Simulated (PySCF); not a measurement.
## C₆ coefficients of unlike pairs at UHF

Calculated with PySCF 2.14 from the dipole response of each species, C₆(A,B) = (3/π) ∫ α_A(iu) α_B(iu) du, in atomic units, from isotropic polarisabilities. For ions this is the dispersion term alone; charge-induced terms of lower order in 1/R come first.

| species | configuration | basis | relativity | α (bohr³) | C₆ (like pair) |
| --- | --- | --- | --- | --- | --- |
| Cu³⁺ | [Ar] 3d8 (3F) | x2c-TZVPPall with one added diffuse shell each of s, p, d, f type (7s6p5d3f1g) | spin-free X2C | 1.405 | 3.173 |
| N²⁺ | [He] 2s2 2p1 (2P) | aug-cc-pVQZ with one added diffuse shell each of s, p, d, f, g type (7s6p5d4f3g) | none | 2.714 | 3.843 |
| Hf²⁺ | [Xe] 4f14 5d2 (3F) | aug-cc-pVTZ-PP with ECP60MDF (6s6p5d3f2g) | core potential | 14.09 | 69.81 |
| Hf | [Xe] 4f14 5d2 6s2 (3F) | aug-cc-pVDZ-PP with ECP60MDF (5s5p4d2f) | core potential | 121.2 | 1729 |

Q: Estimate C₆ for Hf with N²⁺.

A: The integral gives 66.40. The combination rule 2 C_A C_B / (C_A α_B/α_A + C_B α_A/α_B) gives 63.20 and the geometric mean 81.52.

No spin-orbit coupling is included.

The other pairs:

```
      pair     C₆
 Hf²⁺, N²⁺  16.27
  Hf, Cu³⁺  42.17
 N²⁺, Cu³⁺  3.090
Hf²⁺, Cu³⁺  12.74
  Hf, Hf²⁺  303.4
```
